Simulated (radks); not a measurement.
Values are calculated unless marked as measured or tabulated.
Trend from Zr4+ to Cd4+: ionisation energy by Delta-SCF between NIST ground configurations, and size. Code: a radial shooting solver on a logarithmic mesh with Libxc functionals. Model: Dirac Kohn-Sham, LDA (Slater exchange, Perdew-Wang correlation), spin-unpolarised, spherical densities, point nucleus; open shells fill j = l - 1/2 first.

| species | configuration | IE (eV) | NIST (eV) | kind | outermost | <r> outermost (bohr) |
|---|---|---|---|---|---|---|
| Zr4+ | [Kr] | 80.427 | 80.35 | semi-emp. | 4p3/2 | 1.32 |
| Nb4+ | [Kr] 4d1 | 50.616 | 50.573 | exp. | 4d3/2 | 1.60 |
| Mo4+ | [Kr] 4d2 | 53.818 | 54.42 | semi-emp. | 4d3/2 | 1.51 |
| Tc4+ | [Kr] 4d3 | 56.934 | 57 | theory | 4d3/2 | 1.44 |
| Ru4+ | [Kr] 4d4 | 59.987 | 59 | theory | 4d3/2 | 1.37 |
| Rh4+ | [Kr] 4d5 | 62.448 | 63 | theory | 4d5/2 | 1.31 |
| Pd4+ | [Kr] 4d6 | 65.374 | 61 | theory | 4d5/2 | 1.26 |
| Ag4+ | [Kr] 4d7 | 68.263 | 65 | theory | 4d5/2 | 1.21 |
| Cd4+ | [Kr] 4d8 | 71.123 | 68 | theory | 4d5/2 | 1.16 |

Reference values: NIST Atomic Spectra Database (exp. = measured, semi-emp. = semi-empirical, theory = theoretical value adopted there). Spin polarisation and multiplet splitting are left out, so open shells lie too high by an amount that depends on their filling.

Beside tabulated values, note that spin-unpolarised runs miss the spin-polarisation part of the exchange energy of open shells.
